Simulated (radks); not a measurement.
The mean radii <r> (bohr) of the occupied orbitals of an atom or ion are listed with their occupations. Method: Dirac Kohn-Sham, PBEsol, spin-unpolarised, spherical densities, finite nucleus; Fermi nuclear charge, rms radius of each element as measured or else 0.836 A^(1/3) + 0.57 fm; computed with a radial shooting solver on a logarithmic mesh with Libxc functionals.

| orbital | occ. | <r> |
|---|---|---|
| 1s1/2 | 2 | 0.01867 |
| 2s1/2 | 2 | 0.07837 |
| 2p1/2 | 2 | 0.06488 |
| 2p3/2 | 4 | 0.07272 |
| 3s1/2 | 2 | 0.2044 |
| 3p1/2 | 2 | 0.1943 |
| 3p3/2 | 4 | 0.2089 |
| 3d3/2 | 4 | 0.1830 |
| 3d5/2 | 6 | 0.1874 |
| 4s1/2 | 2 | 0.4589 |
| 4p1/2 | 2 | 0.4646 |
| 4p3/2 | 4 | 0.4978 |
| 4d3/2 | 4 | 0.5167 |
| 4d5/2 | 6 | 0.5281 |
| 5s1/2 | 2 | 1.087 |
| 5p1/2 | 2 | 1.190 |
| 5p3/2 | 4 | 1.281 |
| 4f5/2 | 6 | 0.6280 |
| 4f7/2 | 8 | 0.6380 |
| 6s1/2 | 1 | 2.490 |

Name the element and its charge. Open shells, if any, fill j = l - 1/2 first.

Answer. Z = 73, tantalum, charge +4: Ta4+ in [Xe] 4f14 6s1. The 1s radius gives Z: for a bare nucleus <r> = (2 gamma + 1)/(2Z) with gamma = sqrt(1 - (Z/c)^2), 0.01844 bohr for Z = 73, and screening makes it slightly larger (0.01867 here). The occupations add up to 69, and the charge is Z minus that.
